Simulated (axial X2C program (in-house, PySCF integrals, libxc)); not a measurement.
**Potential curves of MnC⁻, spin-free**

Calculated with an in-house all-electron X2C program for linear molecules (integrals from PySCF). Spin-free means the one-electron spin-free X2C Hamiltonian. Basis: Mn dyall-acv3z [10s11p7d4f2g], C dyall-av3z [8s7p3d2f] (cores contracted in-house); Gaussian nuclei, density fitting, unrestricted open shells. Masses: Mn 54.938 u, C 12.000 u.

State: M_S = 2, Λ = 1 (beyond evenly filled blocks: σα, π+α, δ+α, δ-α). Energies in eV from the fragments at the same level (Mn + C-). Fits are polynomials in 1 − R0/R over 0.85 to 1.23 times the lowest point R0.

```
 R (Å)   r2SCAN
1.5688  -2.8378
1.6377  -2.9232
1.6756  -2.9278
1.7527  -2.8721
1.8104  -2.7889
1.8682  -2.6803
1.9260  -2.5534
1.9934  -2.3890
2.0608  -2.2132
2.1475  -1.9785
```

The state is one determinant whose occupation by symmetry is held fixed; it was picked as the lowest of a PBE0 search that is not exhaustive. De is counted from the lowest determinant-based energies of the atoms at the same level, without counterpoise correction. PBE0 can misorder states that lie within some tenths of an eV, so this need not be the ground state of the molecule. The nearest other spin-free determinant of the search, M_S = 2, Λ = 0, lies 0.35 eV up at the distance of the search. Without a current term, density functionals place determinants with orbital angular momentum somewhat too high. The highest occupied level of some functionals is positive through self-interaction error; at Hartree–Fock it is bound. The determinant is spin-polarised beyond a pure state at some levels (its spin-free form has ⟨S²⟩ too high), which makes Re and μ there less reliable. With spin–orbit coupling the lowest determinant has another configuration, so this spin-free state is a model.

**Question.** What are Re, ωe and De at the r2SCAN level?

**Answer.** At r2SCAN, spin-free: Re = 1.663 Å, ωe ≈ 680 cm⁻¹, De = 2.93 eV to Mn + C-; Be follows as 0.619 cm⁻¹.
